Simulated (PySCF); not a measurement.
Chain-length series, n-germane methyl/methyl (end groups after the name). Isolated molecules, 0 K electronic values unless said otherwise. One relaxed conformer stands for each flexible species; it need not be the lowest. Strings in code marks are SMILES.

The numbers are results of PBE0-D4/def2-TZVP // PBE0-D3(BJ)/def2-SVP in PySCF 2.14.0, not measurements. Excitations are Tamm–Dancoff values on a coarser integration grid. The basis has no diffuse functions, so Rydberg states are missing or too high.

| n | species | brightest of the four lowest singlets (TDA) (eV) |
|---|---|---|
| 2 | `[CH3][GeH2][GeH2][CH3]` (C–Ge–Ge–C torsion 179°) | 7.75 |
| 3 | `[CH3][GeH2][GeH2][GeH2][CH3]` (C–Ge–Ge–Ge torsion 180°, Ge–Ge–Ge–C torsion 180°) | 6.72 |
| 4 | `[CH3][GeH2][GeH2][GeH2][GeH2][CH3]` | 6.29 |
| 5 | `[CH3][GeH2][GeH2][GeH2][GeH2][GeH2][CH3]` | 5.90 |
| 6 | `[GeH2]([GeH2][GeH2][GeH2][CH3])[GeH2][GeH2][CH3]` | 5.62 |

**Question.** Fit the brightest of the four lowest singlets (TDA) to a + b/n by least squares and give the limit of the infinite chain.

**Answer.** a = 4.64 eV and b = 6.25 eV, with a largest residual of 0.08 eV. The limit a is a rough one, since such series level off at large n.
